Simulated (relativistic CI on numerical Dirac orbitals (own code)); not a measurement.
Radial parameters of Pr19+

Calculated at this level of theory: Dirac-Coulomb-Breit CI, separate exchange-only KLI orbitals for each configuration, QED by a radiative potential, unscaled Slater integrals (own radial code, finite nucleus).

Slater integrals F^k, G^k are unscaled and averaged over j, outside the closed core [Ar] 3d10; ζ comes from projecting the Hamiltonian with its Breit term on Σ l·s of the shell.

- 4s²4p⁶4d⁴: F^2(4d,4d) = 159240, F^4(4d,4d) = 108010, ζ(4d) = 14861 cm⁻¹; <r>(4d) = 0.6362, <r^2>(4d) = 0.4624 (bohr units).
- 4s²4p⁵4d⁵: ζ(4p) = 129110, F^2(4d,4d) = 159250, F^4(4d,4d) = 108010, F^2(4p,4d) = 163200, G^1(4p,4d) = 205640, G^3(4p,4d) = 130580, ζ(4d) = 14807 cm⁻¹; <r>(4p) = 0.6117, <r^2>(4p) = 0.4228, <r>(4d) = 0.6361, <r^2>(4d) = 0.4622 (bohr units).
- 4s²4p⁶4d³4f: F^2(4d,4d) = 159210, F^4(4d,4d) = 107980, ζ(4d) = 14878, F^2(4d,4f) = 156210, F^4(4d,4f) = 102440, G^1(4d,4f) = 174860, G^3(4d,4f) = 116280, G^5(4d,4f) = 84216, ζ(4f) = 1596.7 cm⁻¹; <r>(4d) = 0.6364, <r^2>(4d) = 0.4626, <r>(4f) = 0.6438, <r^2>(4f) = 0.4751 (bohr units).

Q: Give the Racah parameters of the d shell in 4s²4p⁶4d⁴.

A: B = F²/49 − 5F⁴/441 = 2025 cm⁻¹ and C = 35F⁴/441 = 8572 cm⁻¹.

Averages of the first 10 configurations, taken without configuration mixing, which lowers the lowest level and can move excited configurations by several eV; other configurations of the list can lie among them:

```tsv
Configuration	Parity	States	Average energy above the lowest level (eV)
4s²4p⁶4d⁴	even	210	14.6
4s²4p⁵4d⁵	odd	1512	132.9
4s²4p⁶4d³4f	odd	1680	141.1
4s4p⁶4d⁵	even	504	218.5
4s²4p⁶4d³5s	even	240	185.0
4s4p⁶4d⁴4f	odd	5880	343.5
4s²4p⁶4d³5p	odd	720	216.9
4s²4p⁶4d²4f5s	odd	1260	312.1
4s²4p⁶4d³5d	even	1200	263.9
4s²4p⁶4d²5s5p	odd	540	391.5
```
